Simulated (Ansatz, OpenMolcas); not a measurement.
## CH6BNO2: a line through the functionals

CH6BNO2: 11 atoms, total charge 0, spin state singlet. As SMILES, `COB(N)O`. Geometry: relaxed at PBE0-D4/def2-TZVP. This is one conformer, not always the lowest.

The vertical ionisation energy (to the doublet cation) y, in eV, basis 6-31G(d); a is the functional's share of exact exchange. Programs: Ansatz 0.2.0, OpenMolcas 26.06.

```
functional     program     a  y (eV)
      TPSS  OpenMolcas     0    9.21
       PBE      Ansatz     0    9.21
     B3LYP      Ansatz   0.2       ?
      PBE0      Ansatz  0.25    9.62
   r2SCAN0      Ansatz  0.25    9.68
     BHLYP      Ansatz   0.5    9.72
```

Q: Fit y = c + s·a to the known rows and predict B3LYP.

A: 
1. Means of the 5 rows: a = 0.2000, y = 9.488.
2. Σ(Δa)² = 0.175, Σ(Δa·Δy) = 0.197, so the slope is 0.197/0.175 = 1.1257.
3. Intercept: 9.488 − (1.1257) × 0.2000 = 9.263. The largest residual of the fit is 0.14.
4. B3LYP: 9.263 + (1.1257) × 0.2 = 9.49 eV.

The run gave 9.58 eV, so the prediction is off by -0.09 eV, within the largest residual.
